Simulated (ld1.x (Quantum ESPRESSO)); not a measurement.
**What one change does to a pseudopotential (cadmium (Cd), PAW)**

- Element: cadmium
- Generator: ld1.x (Quantum ESPRESSO) 7.5
- Type: PAW
- Functional: LDA (PZ)
- Relativity: scalar-relativistic
- Frozen core: [Ar] 3d10 4s2
- Valence charge: 18
- Reference configuration: 4p6 4d10 5s1.75 5p0.25
- Partial waves: 5s (bound): rcut 2.10, rcutus 2.25 bohr; 5s channel at 0.2 Ry: rcut 2.10, rcutus 2.25 bohr; 4p (bound): rcut 1.30, rcutus 1.45 bohr; 5p (bound): rcut 1.30, rcutus 1.45 bohr; 4d (bound): rcut 1.15, rcutus 1.60 bohr; 4d channel at -0.6 Ry: rcut 1.15, rcutus 1.60 bohr
- Local potential: all-electron potential smoothed inside 2.10 bohr (lloc = -1)
- Core correction: a·sin(br)/r model core, default radius (core density twice the valence density)
- Augmentation charge: BESSEL, radius 1.00 bohr

Change: wave 4d channel at -0.6 Ry: rcut 1.15, rcutus 1.60 bohr becomes 4d channel at 3.08 Ry: rcut 1.15, rcutus 1.60 bohr.

Cutoffs: the cutoffs (Ry, on a coarse ladder) from which the occupation-weighted sum of valence levels, in a spherical-Bessel basis at the reference potential, stays within 10 and 1 mRy of its value at 400 Ry; they do not see the model core or the augmentation charge, which bear on the density cutoff. Errors are all-electron minus pseudo energies relative to the spin-unpolarised reference configuration.

Predict the effect on cutoff, ghosts and configuration errors.

The potential gets neither clearly harder nor softer (60 Ry and 100 Ry → 60 Ry and 100 Ry); of the 9 tests that both files solve, the error grows in 0 and shrinks in 3 by more than 15 % and 0.3 meV (median size 0.7 → 0.4 meV); neither file shows a bound ghost.

```csv
quantity,base,changed
"cutoff, loose",60 Ry,60 Ry
"cutoff, tight",100 Ry,100 Ry
bound ghosts,none,none
"error for 4p6 4d10 5s2 5p0, meV [ΔE -1.17 eV]",+0.3,+0.3
"error for 4p6 4d10 5s1 5p0, meV [ΔE 8.46 eV]",-0.7,-0.8
"error for 4p6 4d10 5s0 5p0, meV [ΔE 25.98 eV]",+0.8,+0.3
"error for 4p5 4d10 5s2 5p0, meV [ΔE 73.06 eV]",-53,-30
"error for 4p6 4d9 5s0 5p0, meV [ΔE 64.24 eV]",-23,-19
"error for 4p6 4d10 5s0 5p2, meV [ΔE 8.75 eV]",+2.4,+2.1
"error for 4p6 4d10 5s1 5p1, meV [ΔE 3.62 eV]",+0.1,+0.1
"error for 4p6 4d10 5s1.75 5p0.25 (spin-polarised), meV [ΔE -0.03 eV]",0.0,0.0
"error for 4p6 4d10 5s1 5p0 (spin-polarised), meV [ΔE 8.27 eV]",-0.4,-0.4
s: phases at 2.45 bohr within 0.05 rad from the reference energy up to (Ry; the scan ends near 5),2.8,2.8
p: phases at 2.45 bohr within 0.05 rad from the reference energy up to (Ry; the scan ends near 5),to the end of the scan,to the end of the scan
d: phases at 2.45 bohr within 0.05 rad from the reference energy up to (Ry; the scan ends near 5),to the end of the scan,to the end of the scan
lowest overlap eigenvalue by channel,"s 0.41, p 0.13, d 0.95","s 0.41, p 0.13, d 0.22"
```
